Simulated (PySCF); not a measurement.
C₂H₆BNO, SMILES NB1CCO1.

Geometry: B3LYP-D3(BJ)/def2-SVP. The structure was generated by enumeration, and PubChem lists no compound with its InChIKey, so it may never have been made. One conformer was computed; it need not be the lowest.

Two levels are set side by side: TDA-PBE/def2-SVPD (PySCF) and TDA-CAM-B3LYP/def2-SVPD (PySCF). Vertical, same geometry. The lowest singlet is HOMO→LUMO 100 % with PBE and HOMO→LUMO 90 % with the other functional; states are paired by order. Differences are taken from unrounded values.

| quantity | TDA-PBE |
|---|---|
| lowest singlet excitation (eV) | 5.90 |
| lowest triplet excitation (TDA) (eV) | 5.76 |

Q: These are the TDA-PBE values. What does TDA-CAM-B3LYP give? (Estimate from the structure and the level; the computed values follow.)

A: 
```
quantity                              TDA-CAM-B3LYP  TDA-PBE minus TDA-CAM-B3LYP
------------------------------------  -------------  ---------------------------
lowest singlet excitation (eV)                 6.80                        -0.90
lowest triplet excitation (TDA) (eV)           6.55                        -0.80
```

Functionals without exact exchange tend to place singlet excitations lower, as here. Differences between two approximate levels are no errors against the true value.

Rough cost on one machine, each run with all the roots and properties that it gave: TDA-CAM-B3LYP against TDA-PBE about 4 times.
